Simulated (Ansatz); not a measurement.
System: C$_{5}$H$_{7}$Si, charge 0, multiplicity 2. It need not be the lowest isomer of its formula. 
Structure (B3LYP-D3(BJ)/def2-TZVP (Ansatz, a quantum-chemistry and plane-wave program) minimum search):
SMILES: [SiH3]C1=CCC=[C]1
```xyz
13

Si     2.1127     0.0113     0.0758
C      0.2551     0.0188     0.0014
C     -0.5822    -0.9650     0.4068
C     -2.0172    -0.5749     0.1785
C     -1.9167     0.8072    -0.4322
C     -0.6178     1.0768    -0.5024
H      2.6912     0.1563    -1.2807
H      2.6074     1.1309     0.9110
H      2.5530    -1.2746     0.6644
H     -0.2864    -1.9113     0.8389
H     -2.5251    -1.2802    -0.4897
H     -2.5865    -0.5665     1.1153
H     -2.7586     1.4101    -0.7325
```
Charge 0, spin multiplicity 2.

Basis-set convergence of Hartree-Fock and CCSD(T) correlation energies (hartree) with Ansatz. Cores are frozen in the correlated levels unless marked. UHF or UKS for open shells. No spin-orbit coupling. No relativistic terms.

The UHF reference is spin-contaminated (<S^2> 0.49 over the pure value in the largest basis). 

```tsv
basis	functions	E(HF)	E(corr, CCSD(T))
cc-pV(D+d)Z	128	-482.26761	-0.81457
cc-pV(T+d)Z	287	-482.32714	-0.97550
cc-pV(Q+d)Z	549	-482.34258	-1.02587
```

Extrapolating the two largest sets (X = 3 and 4) as X^-3: E(corr) = (64·(-1.02587) - 27·(-0.97550))/37 = -1.0626 Eh, an estimate of the basis-set limit. The largest set recovers 96.5 % of it, the smallest 76.7 %.
